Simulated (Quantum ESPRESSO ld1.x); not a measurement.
Task: Br XXIX, configuration [He] 2s2 2p3 (the NIST ground configuration). Method: Dirac Kohn-Sham, relativistic LDA (MacDonald-Vosko exchange, VWN5 correlation), spin-unpolarised, spherical densities, point nucleus; open shells are shared between the two j in proportion to 2j + 1; computed with ld1.x of Quantum ESPRESSO 7.5. Some entries of the table are withheld. Estimate them.

| orbital | occ. | eigenvalue (eV) | <r^2> (bohr^2) | <r> (bohr) |
|---|---|---|---|---|
| 1s1/2 | 2 | -15039.5 | 0.002460 | (1) |
| 2s1/2 | 2 | -3260.14 | 0.03821 | 0.1804 |
| 2p1/2 | 1 | -3143.77 | (2) | (3) |
| 2p3/2 | 2 | -3089.87 | (4) | (5) |

Result: 
(1) 1s1/2 <r> (bohr): 0.04276
(2) 2p1/2 <r^2> (bohr^2): 0.02847
(3) 2p1/2 <r> (bohr): 0.1531
(4) 2p3/2 <r^2> (bohr^2): 0.02963
(5) 2p3/2 <r> (bohr): 0.1565
